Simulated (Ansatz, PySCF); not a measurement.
Process, species as SMILES: C/C=C\CCC + 4 C (CH4) -> C=C (C2H4) [ethene] + 4 CC (C2H6) [ethane]
Each molecule is optimised on its own at B3LYP-D3(BJ)/def2-TZVP (Ansatz, a first-principles code), one conformer each, not searched for the lowest. Frequencies are from Ansatz or PySCF.

Property: bond separation energy (enthalpy at 298 K, with B3LYP-D3(BJ) rigid-rotor harmonic-oscillator terms), in eV. Valence correlation only, unless marked. No spin-orbit coupling. Non-relativistic. Basis-set limits of correlation are two-point, X^-3; Hartree-Fock from the larger set. [CCSD(T)-MP2]/basis is that difference in the basis named.

| level | program | bond separation energy (eV) |
|---|---|---|
| HF/cc-pVTZ | Ansatz | 0.37 |
| PBE-D3(BJ)/def2-TZVPD | Ansatz + dftd3 | 0.64 |
| B3LYP-D4/def2-TZVPD | Ansatz + dftd4 | 0.62 |
| PBE0/def2-QZVPP | Ansatz | 0.55 |
| HSE06-D4/def2-TZVPD | Ansatz + dftd4 | 0.63 |
| HSE06/def2-TZVPD | Ansatz | 0.55 |
| wB97X-V/def2-TZVPD | Ansatz | 0.58 |
| B2GP-PLYP-D3(BJ)/def2-TZVPD | Ansatz + dftd3 | 0.63 |
| B2GP-PLYP/def2-TZVPD | Ansatz | 0.58 |
| MP2/6-31G | Ansatz | 0.63 |
| SCS-MP2/cc-pVDZ | Ansatz | 0.55 |
| CCSD/STO-3G | Ansatz | 0.40 |
| CCSD/6-31G* | Ansatz | 0.54 |
| CCSD(T)/cc-pwCVTZ | Ansatz | 0.60 |
| RI-MP2/CBS(cc-pVTZ,cc-pVQZ)+[CCSD(T)-MP2]/cc-pVTZ | Ansatz | 0.62 |
